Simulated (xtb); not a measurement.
A run for xtb: GFN2-xTB on SnRu, 2S+1 = 3, a spin state set in the input, which need not be the lowest, a point of a bond scan (R = 2.446 Å).

```
$ xtb mol.xyz --gfn 2 --sp --chrg 0 --uhf 2
2

Ru     0.00000000     0.00000000     0.00000000
Sn     0.00000000     0.00000000     2.44624500
```

Question: What total energy does the run end on?

Answer: -5.1243 hartree.
